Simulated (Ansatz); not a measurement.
Input for Ansatz (an electronic-structure program): R-B3LYP/def2-TZVPP on YH, 2S+1 = 1, a spin state set in the input, which need not be the lowest, a point of a bond scan (R = 1.919 Å). Elements past Kr take the def2 small-core potentials; no spin–orbit coupling.

Ansatz 0.2 input:
```yaml
crystal:
  periodic: [false, false, false]
  atoms:
    - {symbol: Y, position_ang: [0.00000000, 0.00000000, 0.00000000]}
    - {symbol: H, position_ang: [0.00000000, 0.00000000, 1.91887100]}
basis:
  gaussian:
    orbitals: def2-TZVPP
    pivot_positions_ang: [[0.00000000, 0.00000000, 0.00000000], [0.00000000, 0.00000000, 1.91887100]]
hamiltonian:
  xc: {name: B3LYP}
output: {forces: true, orbitals: {seedname: ./end}}
```

Program output:

```
WARN ansatz: RAYON_NUM_THREADS=1 ignored (pool sized by the plan → 1); use --threads N
Functional definition: B3LYP
integrals: 0.01 GiB planned
426 factors; their error is unknown
mean field: 0.14 GiB planned
mean field evaluation 1: about -1056.1093 eV, gradient 1.5e1 eV
mean field evaluation 2: about -1056.0714 eV, gradient 1.6e1 eV
mean field evaluation 4: about -1057.0985 eV, gradient 2.0e-1 eV
mean field evaluation 8: about -1057.1113 eV, gradient 1.4e-3 eV
mean field -1057.11129671 eV, -38.8481236185 hartree, gradient 2.6e-5 eV, S^2 0.000000; 0 other end points of the search recorded, 0 dependent functions left out
the calculation of the forces begins
reference -1057.11146992 eV, -38.8481299836 hartree; 6, 6 occupied and 64, 64 virtual orbitals, 426 factors
Total energy: -1057.11146992 eV, -38.8481299836 hartree
Atom 0 at     0.000000     0.000000     0.000000 Å, force    -0.000000    -0.000000     0.022667 eV/Å
Atom 1 at     0.000000     0.000000     1.918871 Å, force     0.000000     0.000000    -0.022667 eV/Å
Dipole moment:     0.000000    -0.000000    -0.384201 e Å
```

The calculation finished and met its thresholds.

Cost: about 1.5 core-seconds (a rough figure).
